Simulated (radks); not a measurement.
Question: Dy4+, configuration [Xe] 4f7.5 5f0.5 (fractional occupations, a model configuration). Method: Dirac Kohn-Sham, PW91, spin-unpolarised, spherical densities, finite nucleus; open shells fill j = l - 1/2 first; Fermi nuclear charge, rms radius 5.2218 fm; computed with a radial shooting solver on a logarithmic mesh with Libxc functionals. Some entries of the table are withheld. Estimate them.

orbital,occ.,eigenvalue (hartree),<r> (bohr),<1/r> (bohr^-1)
1s1/2,2,-1971.805,0.02112,74.55
2s1/2,2,-330.0826,0.08923,17.86
2p1/2,2,-314.0737,(1),17.84
2p3/2,4,-284.6632,(2),15.62
3s1/2,2,-75.30216,0.2341,6.523
3p1/2,2,-68.31038,0.2238,(3)
3p3/2,4,-62.20515,0.2372,(4)
3d3/2,4,-50.16876,0.2097,5.756
3d5/2,6,-48.83629,0.2138,5.617
4s1/2,2,-16.71941,0.5281,2.737
4p1/2,2,-13.95521,0.5380,2.632
4p3/2,4,-12.57491,0.5679,2.439
4d3/2,4,-8.01224,(5),2.226
4d5/2,6,-7.75956,(6),2.179
5s1/2,2,-3.66552,1.234,1.086
5p1/2,2,-2.85237,1.350,0.9813
5p3/2,4,-2.63477,1.427,0.9179
4f5/2,6,-2.28376,0.7410,1.712
4f7/2,1.5,-2.24536,0.7491,1.694
5f5/2,0.5,-0.66456,3.468,0.3607
5f7/2,0,-0.66293,3.482,0.3597

Answer: 
(1) 2p1/2 <r> (bohr): 0.07438
(2) 2p3/2 <r> (bohr): 0.08143
(3) 3p1/2 <1/r> (bohr^-1): 6.439
(4) 3p3/2 <1/r> (bohr^-1): 5.875
(5) 4d3/2 <r> (bohr): 0.5971
(6) 4d5/2 <r> (bohr): 0.6075
